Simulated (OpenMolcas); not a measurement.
Potential curves of GeS: spin-free states

Computed with OpenMolcas 26.06: state-averaged CASSCF(8,7) over Ge 4s 4p, S 3p, XMS-CASPT2 (IPEA 0.25, imaginary shift 0.2 hartree), scalar X2C, ANO-RCC-VTZP, then RASSI spin–orbit state interaction with atomic mean-field integrals. C2 symmetry about the axis (a holds Σ, Δ, Γ; b holds Π, Φ, H; Σ⁺ and Σ⁻ are not told apart); roots by multiplicity and irrep: 1a 5, 3a 4, 3b 2, 1b 2, 5b 2.

XMS-CASPT2 energies in eV from the lowest point. Curves are followed by energy order within each symmetry, so they are adiabatic and may change character at avoided crossings; Σ⁺ and Σ⁻ are counted together.

| R (Å) | (1)1Σ | (1)3Δ | (2)1Σ | (1)1Δ | (2)3Σ | (1)5Π |
| --- | --- | --- | --- | --- | --- | --- |
| 1.742 | 1.806 | 7.371 | 7.763 | 7.803 | 7.764 | 9.849 |
| 1.843 | 0.661 | 5.593 | 5.935 | 5.978 | 5.959 | 8.081 |
| 1.934 | 0.160 | 4.558 | 4.859 | 4.901 | 4.895 | 7.044 |
| 2.025 | 0.000 | 3.898 | 4.165 | 4.206 | 4.213 | 6.370 |
| 2.126 | 0.088 | 3.478 | 3.711 | 3.742 | 3.766 | 5.925 |
| 2.228 | 0.353 | 3.289 | 3.478 | 3.506 | 3.545 | 5.682 |
| 2.369 | 0.887 | 3.268 | 3.408 | 3.425 | 3.487 | 5.547 |
| 2.551 | 1.680 | 3.484 | 3.564 | 3.572 | 3.659 | 5.536 |
| 2.835 | 2.870 | 4.037 | 4.040 | 4.037 | 4.156 | 5.580 |
| 3.240 | 4.218 | 4.855 | 4.780 | 4.770 | 4.918 | 5.620 |
| 3.848 | 5.280 | 5.603 | 5.484 | 5.474 | 5.618 | 5.635 |

**Question.** With masses 73.921 and 31.972 u, fit the curves (1)1Σ, (1)3Δ, (2)1Σ, (1)1Δ, (2)3Σ near their minima.

**Answer.** At XMS-CASPT2, Te from the lowest curve (the fit fixes ωe to a per cent or two; the method's Re and ωe can be off by some per cent):

```
curve  Te (cm⁻¹)  Re (Å)  ωe (cm⁻¹)
(1)1Σ          0   2.037      561.4
(1)3Δ      26230   2.308      362.3
(2)1Σ      27470   2.343      343.0
(1)1Δ      27630   2.349      338.6
(2)3Σ      28090   2.334      348.1
```

Left out for impure symmetry, kinks or missing points, though low: (1)3Π, (1)3Σ, (1)1Π, (3)1Σ. Only roots inside an energy window near the equilibrium distance were included, so the list of states is not complete; labels number the states computed. Each spin and symmetry block has orbitals of its own, averaged over its own roots, so gaps between blocks are less sure than gaps within one and near the minimum can be off by tenths of an eV, in bad cases by more. No Rydberg orbitals are active, so Rydberg states, and σ→σ* states whose orbital the CASSCF left unused, can be missing between those listed. CASPT2 splits the two components of degenerate states numerically, here by up to 81 cm⁻¹. At stretched bonds a block can hold a wrong CASSCF solution and miss its lowest state; points past a visible jump are left out. No roots were computed in block 5a (none fell in the window or the block failed), so states of that kind are missing and can lie low or lowest. Points that failed a check (symmetry, reference weights, a jump) are left out.
